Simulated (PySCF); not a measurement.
**AlCl₃ + BCl → AlCl + BCl₃**

Level: PBE0 in the def2-TZVP basis family, all electrons, no relativity, computed in PySCF with density fitting; open shells unrestricted.

```json
{"species": "AlCl₃", "state and structure": "singlet, D3h, Al–Cl 2.070 Å (×3)", "E (Eh)": "-1622.72797", "ZPE (kJ/mol)": "12.7", "H(298 K) − H(0) (kJ/mol)": "16.4", "S° (J/(mol K))": "313.2"}
{"species": "BCl", "state and structure": "singlet, C∞v, B–Cl 1.718 Å", "E (Eh)": "-484.81148", "ZPE (kJ/mol)": "5.0", "H(298 K) − H(0) (kJ/mol)": "8.9", "S° (J/(mol K))": "213.2"}
{"species": "AlCl", "state and structure": "singlet, C∞v, Al–Cl 2.146 Å", "E (Eh)": "-702.43605", "ZPE (kJ/mol)": "2.8", "H(298 K) − H(0) (kJ/mol)": "9.3", "S° (J/(mol K))": "227.9"}
{"species": "BCl₃", "state and structure": "singlet, D3h, B–Cl 1.737 Å (×3)", "E (Eh)": "-1405.13595", "ZPE (kJ/mol)": "20.2", "H(298 K) − H(0) (kJ/mol)": "14.0", "S° (J/(mol K))": "289.2"}
```

**Question.** What is the electronic reaction energy?

**Answer.** At PBE0/def2-TZVP, ΔE = -85.5 kJ/mol from the differences of the total energies times 2625.5, downhill. Both ends count: the low oxidation state of boron is very reactive, and aluminium holds its high one more weakly.

**Question.** Add zero-point, thermal and entropy terms for 298.15 K and 1 bar.

**Answer.** ΔZPE = 5.3 and Δ[H(298) − H(0)] = -2.0 kJ/mol give ΔH° = -82.2 kJ/mol. ΔS° = -9.3 J/(mol K), so ΔG° = -82.2 − 298.15 × (-0.0093) = -79 kJ/mol and log₁₀K = 13.9.

Only the bonding shown was studied: isomers, or loss of a ligand pair, can lie lower.
